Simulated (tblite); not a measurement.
Compound: C₉H₈FP.
Atom-mapped SMILES: `[CH2:1]=[CH:2]/[P:3]=[C:4](\[F:5])[c:6]1[cH:7][cH:8][cH:9][cH:10][cH:11]1` (hydrogens: H12, H13 on C1; H14 on C2; H15 on C7; H16 on C8; H17 on C9; H18 on C10; H19 on C11)

Cartesian coordinates in Å at the GFN2-xTB level; atoms count from 1:
```
atom  x, y, z in Å
C1     4.5861   -0.5079   -0.3962
C2     3.2890   -0.7557   -0.5501
P3     2.0430    0.3096    0.2063
C4     0.6100   -0.4565   -0.3007
F5     0.6605   -1.5716   -1.0739
C6    -0.7239   -0.0143    0.0268
C7    -1.8450   -0.7103   -0.4370
C8    -3.1162   -0.2762   -0.1166
C9    -3.2939    0.8522    0.6669
C10   -2.1878    1.5507    1.1317
C11   -0.9160    1.1244    0.8168
H12    5.3426   -1.1345   -0.8402
H13    4.9388    0.3315    0.1811
H14    2.9517   -1.6032   -1.1320
H15   -1.7124   -1.5907   -1.0479
H16   -3.9741   -0.8218   -0.4808
H17   -4.2892    1.1882    0.9165
H18   -2.3228    2.4317    1.7417
H19   -0.0503    1.6634    1.1751
```

Method: GFN2-xTB as coded in tblite; computed harmonic values from a numerical Hessian at the method's own geometry, unscaled. The method is semi-empirical: single wavenumbers can be off by several per cent or more. One conformer, not necessarily the lowest.

Harmonic wavenumbers (cm⁻¹): 40.4, 58.4, 91.9, 104.8, 164.1, 211.9, 288.2, 323.4, 362.9, 372.0, 418.0, 511.0, 520.1, 532.7, 586.8, 655.9, 700.0, 732.2, 753.4, 863.6, 887.2, 895.5, 925.1, 929.4, 945.2, 987.6, 1014.9, 1022.0, 1082.4, 1120.3, 1179.3, 1185.7, 1197.6, 1251.9, 1279.2, 1292.4, 1329.4, 1389.9, 1433.0, 1462.9, 1571.0, 1588.7, 1621.2, 3047.3, 3068.3, 3078.8, 3084.1, 3089.3, 3093.3, 3098.5, 3114.0.

A = 2938, B = 495.4, C = 423.9 MHz; mass 166.035 u (most abundant isotopes); point group Cs, symmetry number 1.

Zero-point energy?

½Σν̃ = 30279 cm⁻¹ = 362.21 kJ/mol.

What is S at 200 K and 1 bar for an ideal gas of classical rigid rotors and harmonic oscillators?

Translation 164.31, rotation 123.19, vibration 88.41: S = 375.9 J/(mol K).

And Cp and H(200 K) − H(0)?

Cp = 126.38 J/(mol K), of which vibrations give 93.13 (their classical limit is 51 R = 424.0); H(200 K) − H(0) = 16.05 kJ/mol without the zero-point energy, 9.40 from vibrations.

What must be added to the electronic energy to get the Gibbs energy at 200 K and 1 bar?

ZPE + [H(200 K) − H(0)] − T·S = 362.21 + 16.05 − 75.18 = 303.08 kJ/mol.

How do the functions run with temperature in this model?

```tsv
T (K)	S (J/(mol K))	Cp (J/(mol K))	H − H(0) (kJ/mol)	G − H(0) (kJ/mol)	ln q(vib)
100	306.1	80.9	5.72	-24.89	2.13
300	436.3	174.9	31.11	-99.78	7.80
500	546.1	256.8	74.79	-198.25	13.45
800	684.3	329.2	163.86	-383.58	21.54
1000	761.1	358.6	232.81	-528.30	26.52
```

q(vib) and H(0) count from the zero-point level.

Which modes carry the vibrational entropy at 200 K?

40.4 cm⁻¹: 18.62; 58.4 cm⁻¹: 15.59; 91.9 cm⁻¹: 11.90; 104.8 cm⁻¹: 10.86; 164.1 cm⁻¹: 7.40; 211.9 cm⁻¹: 5.57 J/(mol K); the other 45 give 18.47 together.

Hindered rotation and anharmonicity are outside this model. Other conformers, if any are populated, would add a mixing term that is left out.
